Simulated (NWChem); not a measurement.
# AgH2OF; SMILES [Ag](<-[OH2])[F]

```xyz
5

Ag    -0.0150     0.0777     0.0000
F      0.0234     2.0286     0.0000
O     -0.0324    -2.1081     0.0000
H      0.3775    -2.5213     0.7693
H      0.3775    -2.5213    -0.7693
```
Atoms are numbered in this order, from 1.

Computed with NWChem. All runs use the structure optimised with PBE0/def2-SVP. def2 effective core potentials on Ag; no spin-orbit coupling. B3LYP is NWChem's, with the RPA form of VWN correlation. Ions are spin-unrestricted doublets at the neutral geometry; other ion states weren't tried.

```tsv
level	vertical ionisation energy, ΔSCF (eV)	−ε(HOMO) (eV)	ΔSCF minus −ε(HOMO) (eV)
B3LYP/def2-SVP	9.62	6.75	2.87
CAM-B3LYP/def2-SVP	9.68	8.35	1.33
M06-2X/def2-SVP	9.70	8.41	1.29
PBE0/def2-SVP	9.51	6.91	2.60
```
